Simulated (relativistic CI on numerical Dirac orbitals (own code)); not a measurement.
**Te XLIII: sensitivity of the levels to the model**

Base calculation: Dirac-Coulomb-Breit CI, KLI orbitals optimised for each configuration, model QED (radiative potential, 1s self-energy scaled to tabulated hydrogen-like ionisation energies), unscaled Slater integrals.

Configuration list (outside the closed core 1s2): 2s2.2p6, 2s2.2p5.3s, 2s2.2p5.3p, 2s2.2p5.3d, 2s.2p6.3s, 2s.2p6.3p, 2s.2p6.3d, 2s2.2p5.4s, 2s2.2p5.4p, 2s2.2p5.4d, 2s2.2p5.4f, 2s.2p6.4s, 2s.2p6.4p, 2s2.2p4.3s2, 2s.2p6.4d, 2s.2p6.4f. Levels of other configurations are missing.

The lowest level and the first level of each name with at least 55 % of one term (blank where a level has no safe partner in the second run):

```tsv
Level	Base (eV)	Shift (eV)
2s2.2p6 1S_0	0.00	0.00
2s2.2p5.3s 3P°_2	3869.16	+84.45
2s2.2p5.3s 1P°_1	3874.48	
2s2.2p5.3p 3D_3	4030.88	+1.98
2s2.2p5.3p 1P_1	4030.92	
2s2.2p5.3p 3P_2	4038.81	
2s2.2p5.3d 3P°_0	4132.53	-1.86
2s2.2p5.3d 3P°_1	4138.07	-7.41
2s2.2p5.3d 3F°_3	4141.97	-4.13
2s2.2p5.3d 3D°_2	4145.80	
2s2.2p5.3s 3P°_0	4151.95	-198.35
2s2.2p5.3s 3P°_1	4153.34	
2s2.2p5.3d 3F°_4	4155.23	-17.40
2s2.2p5.3d 3D°_3	4165.90
```

At this charge energies of transitions that change n are usually good to better than 1 %, and those within a shell (Δn = 0) to a few per cent.

(1) One thing was changed in a second run, which moved the levels as shown. Which?
A. QED terms removed
B. Breit term removed
C. non-relativistic limit
D. P86 correlation estimate
E. configuration mixing switched off

## Answers

(1) C. Non-relativistic limit. Without relativity the fine structure collapses and s electrons lose their extra binding.

LS names give the leading component of a level, which can be under half, so a name can repeat, a term be missing and a line seem to break the LS rules.
